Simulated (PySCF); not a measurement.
## Computed properties of Si(H)2(OH)(SH) (H4OSSi), SMILES O[SiH2]S

Si(H)2(OH)(SH) (H4OSSi), SMILES O[SiH2]S. The structure is a stationary point at ωB97X-D3(BJ)/def2-TZVP. Other conformers were not sampled. All values are computed for the isolated molecule unless a solvent is named; none is compared with measurement here.

**Structure.** All 15 harmonic modes at ωB97X-D3(BJ)/def2-TZVP (PySCF) are real, so it is a minimum. With heavy atoms numbered as in [SiH2:1]([OH:2])[SH:3], the shortest bond between them is Si1–O2 at 1.646 Å and the longest Si1–S3 at 2.128 Å.

**Vibrations.** The strongest infrared lines (harmonic, unscaled, degenerate partners summed) lie at 929 cm⁻¹ (348 km/mol, H 79 %, Si 15 %), 845 cm⁻¹ (143 km/mol, H 56 %, O 36 %), 2259 cm⁻¹ (119 km/mol, H 97 %). The softest mode is at 195 cm⁻¹ and the zero-point energy is 26.1 kcal/mol.

**Electronic structure.** HF/def2-TZVPD (PySCF) places the frontier levels at -10.57 and 1.34 eV, a gap of 11.91 eV, and gives a dipole moment of 0.69 D and a mean polarisability of 49.0 bohr³.

**Excitations.** TDDFT-M06-2X/def2-SVPD (PySCF) has S1 at 6.25 eV (198 nm, f = 0.013, weak); the most intense of the 10 singlets computed lies at 8.07 eV (f = 0.05). T1 (TDA) is at 5.94 eV. No vertical singlet excitation falls in the visible range (under 3.1 eV).

**NMR.** GIAO shifts at PBE0/pcSseg-2 (PySCF) (non-relativistic, atoms alike by connectivity averaged): ¹H from 1.2 to 5.5 ppm against TMS; ²⁹Si at -16.7 ppm against TMS.
